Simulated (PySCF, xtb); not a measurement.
C3H6F2Si, SMILES F[SiH2]C1(F)CC1. Other conformers were not sampled.

Harmonic wavenumbers (cm⁻¹) from GFN2-xTB (xtb 6.7.1) at its own minimum, in rising order: 39, 128, 212, 268, 339, 390, 527, 550, 561, 708, 756, 794, 816, 872, 910, 967, 1019, 1065, 1077, 1146, 1184, 1329, 1418, 1464, 2350, 2363, 3092, 3094, 3099, 3116.

**Question.** What does PBE-D3(BJ)/def2-SVP (PySCF) give at its own minimum? (Estimate from the structure and the level; the computed values follow.)

**Answer.** 58, 117, 193, 287, 336, 386, 545, 629, 685, 732, 819, 848, 850, 888, 934, 936, 959, 1019, 1030, 1138, 1202, 1262, 1359, 1416, 2187, 2198, 3063, 3064, 3158, 3167. Paired by order, the mean absolute difference is 46 cm⁻¹ and the zero-point energies are 51.0 and 50.7 kcal/mol.
